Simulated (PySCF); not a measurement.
BH₆NO₂Si, SMILES OB(O)N[SiH3].

The structure is a stationary point at TPSSh-D3(BJ)/def2-SVP. This is a generated structure with no PubChem entry under its InChIKey; it may be hypothetical. One conformer was computed; it need not be the lowest.

Level of theory: r2SCAN/def2-TZVP (PySCF).

Symmetry labels are those of the subgroup Cs that the program uses (full group Cs).

**Question.** List the valence orbital energies around the gap with their symmetry. (An estimate is asked for; the answer gives what the named calculation found.)

**Answer.** 
```json
[
 {"orbital": "HOMO−7", "symmetry": "A'", "energy (eV)": "-10.64"},
 {"orbital": "HOMO−6", "symmetry": "A\"", "energy (eV)": "-9.94"},
 {"orbital": "HOMO−5", "symmetry": "A'", "energy (eV)": "-9.21"},
 {"orbital": "HOMO−4", "symmetry": "A'", "energy (eV)": "-8.90"},
 {"orbital": "HOMO−3", "symmetry": "A\"", "energy (eV)": "-8.67"},
 {"orbital": "HOMO−2", "symmetry": "A'", "energy (eV)": "-8.32"},
 {"orbital": "HOMO−1", "symmetry": "A\"", "energy (eV)": "-7.87"},
 {"orbital": "HOMO", "symmetry": "A\"", "energy (eV)": "-6.60"},
 {"orbital": "LUMO", "symmetry": "A'", "energy (eV)": "-0.09"},
 {"orbital": "LUMO+1", "symmetry": "A'", "energy (eV)": "1.04"},
 {"orbital": "LUMO+2", "symmetry": "A\"", "energy (eV)": "1.20"},
 {"orbital": "LUMO+3", "symmetry": "A'", "energy (eV)": "1.37"}
]
```
